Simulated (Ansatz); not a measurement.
`FC1O[SiH2][SiH2]1` → C• + F• + 5 H• + O• + 2 Si•  (atomization)

Program: Ansatz. Geometries: PBE0-D4/def2-TZVP. ΔE: electronic, gas phase. CCSD(T)/CBS is the MP2 limit (def2-TZVPP, def2-QZVPP) plus CCSD(T) − MP2 in def2-TZVPP, frozen cores. This one scheme is used for every species, atoms too. Open shells (•) are unrestricted, without spin–orbit coupling. Spin–orbit coupling would lower the free atoms: a little for C, F, O, Si.

`FC1O[SiH2][SiH2]1`:

Cartesian coordinates in Å:
```
F 1.403 1.593 -0.501
C 1.088 0.246 -0.494
O 0.029 0.015 -1.386
Si -1.377 -0.128 -0.459
Si 0.250 -0.256 1.192
H 1.976 -0.285 -0.847
H -2.259 1.064 -0.565
H -2.149 -1.324 -0.879
H 0.412 0.703 2.313
H 0.627 -1.628 1.625
```

```json
{"species": "`FC1O[SiH2][SiH2]1`", "MP2/CBS(def2) energy (Eh)": "-794.09648"}
{"species": "C•", "MP2/CBS(def2) energy (Eh)": "-37.76950"}
{"species": "F•", "MP2/CBS(def2) energy (Eh)": "-99.65324"}
{"species": "H•", "MP2/CBS(def2) energy (Eh)": "-0.50000"}
{"species": "O•", "MP2/CBS(def2) energy (Eh)": "-74.98686"}
{"species": "Si•", "MP2/CBS(def2) energy (Eh)": "-288.92319"}
```

Work out ΔE.

ΔE = 5 × (-0.50000) + 2 × (-288.92319) + (-37.76950) + (-99.65324) + (-74.98686) − (-794.09648) = 1.34050 Eh = +3519.5 kJ/mol. CCSD(T)/CBS gives +3458.8 kJ/mol.

Largest T1 diagnostic among the species: 0.014.

In def2-TZVPP, CCSD(T) changes the Hartree–Fock value by +902.2 kJ/mol (the triples alone add +56.9 kJ/mol) and MP2 by +962.9 kJ/mol; breaking electron pairs costs correlation energy, which Hartree–Fock lacks. The D4 term adds +36.7 kJ/mol with B3LYP and +19.0 kJ/mol with PBE0; it sums over pairs of atoms, weighted by their polarisabilities, and B3LYP, whose exchange is more repulsive, gets the larger term. From PBE to PBE0 (25 % exact exchange), in def2-TZVPP and without D4, ΔE moves by −68.8 kJ/mol: exact exchange takes away binding that semilocal exchange gives to molecules.

B3LYP here is the variant with VWN-RPA as its local correlation; programs differ in this.

For atomizations the MP2-based limit and the directly extrapolated one differ by several kJ/mol either way, and by 10 to 25 for some Ge, Se and Sn compounds, so smaller differences from it don't rank the levels.
